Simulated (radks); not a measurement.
Values are calculated unless marked as measured or tabulated.
Cs XLI, configuration [Ne] 3s2 3p3 (the NIST ground configuration).

Level of theory: scalar-relativistic Kohn-Sham, LDA (Slater exchange, VWN5 correlation), spin-polarised, spherical densities, finite nucleus; open shells are filled with parallel spins first (spin-orbit coupling, left out, can overturn this in heavy ions); Fermi nuclear charge, rms radius 4.8041 fm (a radial shooting solver on a logarithmic mesh with Libxc functionals).

Energy parts (hartree):
part                       energy
total                  -6374.8144
kinetic                 6779.7027
electron-nucleus      -13881.7210
Hartree                  832.9726
exchange-correlation    -105.7687

Orbitals (lengths in bohr, moments of r in powers of bohr; r(max) is where P^2 peaks):
orbital  occ.  eigenvalue (hartree)   r(max)
1s up       1             -1404.146  0.01680
1s down     1             -1403.848  0.01680
2s up       1             -292.3520  0.09439
2s down     1             -292.0830  0.09440
2p up       3             -272.1156  0.07562
2p down     3             -271.7928  0.07566
3s up       1             -114.4413   0.2551
3s down     1             -113.5924   0.2552
3p up       3             -108.1475   0.2457
3p down     0             -107.2914   0.2457
3d up       0             -100.8698   0.1954
3d down     0             -100.1170   0.1946
4s up       0             -60.01447   0.5082
4s down     0             -59.70658   0.5100

The highest occupied level is 3p up at -2942.8 eV. The electron density at the nucleus is 3.063e+05 e/bohr^3 (large components only). For comparison, the ionisation energy in NIST's Atomic Spectra Database is 2945 eV (theoretical). In exact Kohn-Sham theory the highest level is minus the ionisation energy, but local and semilocal functionals leave it too shallow, through self-interaction and a potential that decays too fast; potentials with the right tail come closer. The density falls to 0.001 e/bohr^3 at r = 0.76 bohr. Summed over all electrons, <r^2> = 0.5008 bohr^2, which gives a Langevin (diamagnetic) susceptibility term of -0.397 x 10^-6 cm^3/mol. The spin density at the nucleus is -20.82 e/bohr^3 (1s -30.79, 2s -8.34, 3s 18.31). Spin moment in Bohr magnetons: 3.
